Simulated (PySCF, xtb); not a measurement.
C₃H₉FOSi, SMILES COC[Si@H](C)F. The values are those of a single conformer.

Harmonic wavenumbers (cm⁻¹) from xtb with GFN2-xTB at its own minimum, in rising order: 46, 80, 98, 112, 186, 197, 231, 281, 385, 623, 652, 704, 772, 784, 815, 845, 867, 981, 1107, 1137, 1158, 1208, 1308, 1366, 1408, 1464, 1470, 1470, 1489, 1496, 2279, 2848, 2884, 2886, 2912, 3024, 3036, 3042, 3050.

What does PBE-D3(BJ)/def2-SVP in PySCF give at its own minimum? (An estimate is asked for; the answer gives what the named calculation found.)

69, 82, 117, 144, 211, 230, 248, 305, 393, 623, 651, 690, 742, 783, 813, 867, 920, 962, 1133, 1146, 1165, 1190, 1216, 1261, 1374, 1382, 1395, 1402, 1412, 1442, 2164, 2854, 2887, 2900, 2945, 2980, 3061, 3079, 3094. Paired by order, the mean absolute difference is 33 cm⁻¹ and the zero-point energies are 72.5 and 72.0 kcal/mol.
